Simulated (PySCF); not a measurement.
Working with the constants of EuB

B3LYP constants of EuB, 2S+1 = 11, about 7.0 electrons in the 4f shell (Mulliken) (basis Eu x2c-TZVPall, B x2c-TZVPall; spin-free X2C with a Gaussian nucleus; PySCF 2.14; masses 152.9212 and 11.0093 u):

| Item | Value |
| --- | --- |
| ωe | 416.7 cm⁻¹ |
| ωexe | 2.1 cm⁻¹ |
| Be | 0.28227 cm⁻¹ |
| αe | 0.00188 cm⁻¹ |
| D (centrifugal) | 5.18e-07 cm⁻¹ |
| De to Eu (4f7 6s2) + B | 1.00 eV |

(1) Give the vibrational terms G(v) and spacings up to v = 6.

A state of this spin cannot dissociate to the ground-state fragments, so its own limit lies higher than the one that De refers to.

These are scalar-relativistic numbers at best; spin–orbit coupling would shift them, the dissociation energy most. With d or f electrons several states lie close, and the lowest PBE0 determinant need not be the measured ground state.

## Answers

(1) G(v) = ωe(v+½) − ωexe(v+½)².

| v | G(v) (cm⁻¹) | G(v) − G(v−1) | Bv (cm⁻¹) |
| --- | --- | --- | --- |
| 0 | 207.8 |  | 0.2813 |
| 1 | 620.3 | 412.5 | 0.2795 |
| 2 | 1028.6 | 408.3 | 0.2776 |
| 3 | 1432.7 | 404.1 | 0.2757 |
| 4 | 1832.6 | 399.9 | 0.2738 |
| 5 | 2228.3 | 395.7 | 0.2719 |
| 6 | 2619.8 | 391.5 | 0.2701 |
